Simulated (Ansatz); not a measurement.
Mulliken charges of CH4B2FN, SMILES `B/C=N\BF` from ωB97M-V/def2-TZVPP in Ansatz (PBE0-D4/def2-TZVP geometry).

```json
{"atom": "B1", "x (Å)": "0.431", "y (Å)": "-0.021", "z (Å)": "-1.216", "charge (e)": "-0.278"}
{"atom": "C2", "x (Å)": "0.301", "y (Å)": "-1.251", "z (Å)": "-0.307", "charge (e)": "0.040"}
{"atom": "N3", "x (Å)": "-0.082", "y (Å)": "-0.507", "z (Å)": "0.628", "charge (e)": "-0.060"}
{"atom": "B4", "x (Å)": "-0.519", "y (Å)": "0.703", "z (Å)": "1.178", "charge (e)": "0.170"}
{"atom": "F5", "x (Å)": "0.308", "y (Å)": "1.428", "z (Å)": "1.926", "charge (e)": "-0.251"}
{"atom": "H6", "x (Å)": "-0.535", "y (Å)": "0.316", "z (Å)": "-1.832", "charge (e)": "0.102"}
{"atom": "H7", "x (Å)": "1.455", "y (Å)": "0.590", "z (Å)": "-1.224", "charge (e)": "0.102"}
{"atom": "H8", "x (Å)": "0.392", "y (Å)": "-2.333", "z (Å)": "-0.224", "charge (e)": "0.147"}
{"atom": "H9", "x (Å)": "-1.661", "y (Å)": "1.029", "z (Å)": "1.054", "charge (e)": "0.027"}
```

Problem. By hand: the dipole of these point charges (1 e Å = 4.8032 D).

Solution. Σ q r = (-0.162, -0.475, -0.311) e Å, of length 0.590 e Å = 2.83 D.

Problem. How does the dipole of the full density compare? (Estimate.)

Solution. The calculation gave: (-0.036, -0.467, -0.183) e Å, 2.42 D; the point charges give 1.17 times that, at 17° from its direction.

Point charges leave out the atoms' own dipoles, such as those of lone pairs, and Mulliken's split depends on the basis, so the two needn't agree.
